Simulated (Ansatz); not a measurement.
A structure relaxed at PBE0-D4/def2-TZVP, charge 0, multiplicity 1:

```xyz
6

O     1.443   -1.740    1.299
C     0.878   -1.070    0.545
N     0.329   -0.423   -0.309
B    -0.548    0.658   -0.536
F    -0.854    0.985   -1.771
Cl   -1.249    1.589    0.772
```

**Question.** Give its formula and SMILES.

**Answer.** CBClFNO, `O=C=NB(F)Cl`.

**Question.** Point group (tolerance 0.08 Å, 0.16 Å for H)?

**Answer.** Cs.

**Question.** Summarise the bond lengths by kind.

**Answer.** 1 × C–O 1.156 Å; 1 × C–N 1.204 Å; 1 × B–N 1.411 Å; 1 × B–F 1.314 Å; 1 × B–Cl 1.751 Å.

Computed with Ansatz.
